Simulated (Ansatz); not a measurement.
BFH$_{2}$Zn (`[BH2][Zn][F]`). Charge 0, multiplicity 1. The structure was optimised at the PBE0-D4/def2-TZVP level.

```xyz
5

B     0.607   -0.373   -0.575
Zn   -0.741    0.455    0.702
F    -1.908    1.172    1.809
H     0.333   -0.589   -1.719
H     1.709   -0.665   -0.217
```

(1) What is the dipole moment at B3LYP/def2-TZVPP? (Best estimate.)

(2) And with PBE, r2SCAN, ωB97M-V? (Estimate.)

(3) Give the Mulliken charges with B3LYP, ωB97M-V, r2SCAN in def2-TZVPP. (An estimate is asked.)

Results:

(1) The calculation gave: 2.90 D, with components (1.92, -1.18, -1.82) D in this frame, pointing from negative to positive charge.

(2) Computed: PBE 2.72 D, r2SCAN 2.80 D, ωB97M-V 2.79 D.

(3) Ansatz gave: 
```json
{"atom": "B1", "B3LYP": "0.02", "ωB97M-V": "-0.08", "r2SCAN": "0.06"}
{"atom": "Zn2", "B3LYP": "0.36", "ωB97M-V": "0.41", "r2SCAN": "0.40"}
{"atom": "F3", "B3LYP": "-0.49", "ωB97M-V": "-0.50", "r2SCAN": "-0.49"}
{"atom": "H4", "B3LYP": "0.05", "ωB97M-V": "0.09", "r2SCAN": "0.01"}
{"atom": "H5", "B3LYP": "0.05", "ωB97M-V": "0.09", "r2SCAN": "0.01"}
```

B3LYP here is the variant with VWN-RPA as its local correlation; programs differ in this.
